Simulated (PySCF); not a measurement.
ECD: `CC[C@H](F)[C@@H]1C=C1F`, C$_{6}$H$_{8}$F$_{2}$

Molfile (atoms numbered from 1):
```
C6H8F2
     RDKit          3D

 16 16  0  0  0  0  0  0  0  0999 V2000
    1.9877    0.3655    0.4269 C   0  0  0  0  0  0  0  0  0  0  0  0
    1.0368    0.4955   -0.7552 C   0  0  0  0  0  0  0  0  0  0  0  0
   -0.1246   -0.4937   -0.6688 C   0  0  2  0  0  0  0  0  0  0  0  0
   -0.8702   -0.3921   -1.8327 F   0  0  0  0  0  0  0  0  0  0  0  0
   -1.0394   -0.2391    0.5230 C   0  0  2  0  0  0  0  0  0  0  0  0
   -2.5226    0.0363    0.2952 C   0  0  0  0  0  0  0  0  0  0  0  0
   -1.7808    1.0418    0.6330 C   0  0  0  0  0  0  0  0  0  0  0  0
   -1.6529    2.3209    0.9151 F   0  0  0  0  0  0  0  0  0  0  0  0
    1.4852    0.6113    1.3588 H   0  0  0  0  0  0  0  0  0  0  0  0
    2.8283    1.0435    0.3039 H   0  0  0  0  0  0  0  0  0  0  0  0
    2.3726   -0.6494    0.4993 H   0  0  0  0  0  0  0  0  0  0  0  0
    0.6285    1.5073   -0.8001 H   0  0  0  0  0  0  0  0  0  0  0  0
    1.5737    0.3113   -1.6881 H   0  0  0  0  0  0  0  0  0  0  0  0
    0.2453   -1.5276   -0.6435 H   0  0  0  0  0  0  0  0  0  0  0  0
   -0.7271   -0.7662    1.4207 H   0  0  0  0  0  0  0  0  0  0  0  0
   -3.4482   -0.3889    0.0013 H   0  0  0  0  0  0  0  0  0  0  0  0
  1  2  1  0
  2  3  1  0
  3  4  1  0
  3  5  1  0
  5  6  1  0
  6  7  2  0
  7  8  1  0
  7  5  1  0
  1  9  1  0
  1 10  1  0
  1 11  1  0
  2 12  1  0
  2 13  1  0
  3 14  1  1
  5 15  1  1
  6 16  1  0
M  END
```

Computed, not measured: TDDFT PBE0/def2-SVPD circular dichroism and optical rotation, one conformer, gas phase (PySCF). Geometry: GFN2-xTB.

The molecule is flexible and this is one conformer; a measurement averages over conformers. States above about 7.4 eV lie in this functional's continuum (it starts at minus the energy of the highest occupied orbital, well below the true ionisation energy for most functionals) and depend on the basis.

Problem. What are the CIP labels of the stereocentres?

Solution. C3 S, C5 S.

Problem. List the lowest 12 singlet excitations with oscillator and rotatory strengths.

Solution. Rotatory strengths R in 10⁻⁴⁰ esu² cm², velocity form and length form (origin at the centre of mass); f in length form.
| state | E (eV) | λ (nm) | f | R (velocity) | R (length) | main |
| --- | --- | --- | --- | --- | --- | --- |
| 1 | 6.64 | 187 | 0.037 | +15.4 | +13.9 | HOMO→LUMO 0.65, HOMO→LUMO+1 0.24 |
| 2 | 6.93 | 179 | 0.034 | -29.4 | -27.7 | HOMO→LUMO+1 0.58, HOMO→LUMO 0.26 |
| 3 | 7.22 | 172 | 0.010 | +9.6 | +9.5 | HOMO−1→LUMO 0.83 |
| 4 | 7.31 | 170 | 0.011 | +3.0 | +2.3 | HOMO→LUMO+2 0.79, HOMO→LUMO+1 0.14 |
| 5 | 7.65 | 162 | 0.016 | +3.3 | +3.9 | HOMO→LUMO+3 0.94 |
| 6 | 8.05 | 154 | 0.010 | -13.8 | -13.1 | HOMO→LUMO+4 0.90 |
| 7 | 8.11 | 153 | 0.011 | +0.4 | -0.4 | HOMO−1→LUMO+1 0.73 |
| 8 | 8.16 | 152 | 0.015 | +7.5 | +6.3 | HOMO−2→LUMO 0.31, HOMO→LUMO+5 0.20 |
| 9 | 8.21 | 151 | 0.001 | +5.1 | +5.9 | HOMO→LUMO+5 0.65, HOMO−2→LUMO 0.14 |
| 10 | 8.49 | 146 | 0.041 | -6.4 | -6.4 | HOMO−1→LUMO+2 0.84 |
| 11 | 8.63 | 144 | 0.012 | +4.8 | +5.2 | HOMO→LUMO+6 0.49, HOMO−3→LUMO 0.21 |
| 12 | 8.66 | 143 | 0.001 | +3.2 | +3.2 | HOMO−3→LUMO 0.45, HOMO→LUMO+6 0.36 |

For state 7 the two forms differ in sign, so the sign of R isn't settled.

Among the states computed, the strongest CD band (largest |R|) is state 2. The largest dissymmetry factor in size, g = 4R/(D+G), with D and G the electric and magnetic dipole strengths, is +0.04 for state 9 (velocity form, f = 0.002), among bands with |R| over 0.5. The mirror image has the same energies and oscillator strengths and all R with the opposite sign.
